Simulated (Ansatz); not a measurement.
Calculated with Ansatz (gas phase, PBE0-D4/def2-TZVP geometries, no zero-point term in ΔE). CCSD(T)/CBS adds triple-zeta CCSD(T) − MP2 to the extrapolated MP2 energy (def2 sets, frozen cores). This one scheme is used for every species, atoms too. Functionals use def2-TZVPP. HSE06 is defined as in plane-wave codes. No spin–orbit coupling; open shells (•) take unrestricted orbitals. Spin–orbit coupling would lower the free atoms: a little for B, Cl. Each species was taken in one conformer, which may not be the lowest.

`ClB(Cl)B(Cl)Cl` → 2 B• + 4 Cl•  (atomization)

```
   level  ΔE (kJ/mol)
BHLYP-D4       2058.7
    BLYP       2067.6
    PBE0       2178.5
   HSE06       2181.9
```

Task: What does CCSD(T)/CBS give? (An estimate is asked.)

Result: Computed: +2121.7 kJ/mol. The listed levels differ from it by -63.0, -54.1, 56.8, 60.2 kJ/mol.

Task: What do rigid-rotor, harmonic-oscillator terms from PBE0-D4/def2-TZVP frequencies (298.15 K, 1 bar) make of the CCSD(T)/CBS value? (Estimate.)

Result: Computed: ΔZPE = -35.0 kJ/mol, ΔH = +2102.4 kJ/mol, ΔS = 609 J/(mol·K), ΔG = +1920.7 kJ/mol. Open shells count their whole term as degenerate. Modes under 50 cm⁻¹ make the entropy rough.

Largest T1 diagnostic among the species: 0.014.

From PBE to PBE0 (25 % exact exchange), in def2-TZVPP and without D4, ΔE moves by −42.9 kJ/mol: exact exchange takes away binding that semilocal exchange gives to molecules. The D4 term adds +40.4 kJ/mol with B3LYP and +21.4 kJ/mol with PBE0; it sums over pairs of atoms, weighted by their polarisabilities, and B3LYP, whose exchange is more repulsive, gets the larger term.

B3LYP here is the variant with VWN-RPA as its local correlation; programs differ in this.

For atomizations the MP2-based limit and the directly extrapolated one differ by several kJ/mol either way, and by 10 to 25 for some Ge, Se and Sn compounds, so smaller differences from it don't rank the levels.
